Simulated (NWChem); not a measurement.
System: Si2H3Cl, singlet; SMILES [Si](Cl)[SiH3]

```xyz
6

Si     0.8215     0.2918    -0.6131
Cl    -0.3461     1.3706     0.7680
Si    -0.2821    -1.8105    -0.1281
H     -0.1066    -2.1292     1.3263
H      0.2517    -2.9549    -0.9341
H     -1.7476    -1.6705    -0.4110
```
Atoms are numbered in this order, from 1.

Computed with NWChem. Geometry optimised at PBE0/def2-SVP; all other runs use it. Low-valent species are run as closed-shell singlets; no triplet was tried in these runs.

```tsv
quantity	level	value
dipole in solution (D) in n-hexane	PBE0/def2-SVP, SMD	0.95
vertical, lowest excitation, singlet (eV)	B3LYP/def2-SVPD, TDA	1.95
vertical ionisation energy, ΔSCF (eV)	PBE/def2-SVP	8.37
isotropic polarisability (bohr³), static	B3LYP/def2-SVPD	79.7
dipole (D)	PBE0/def2-SVP	0.80
highest harmonic frequency (cm⁻¹)	PBE0/def2-SVP	2217
```
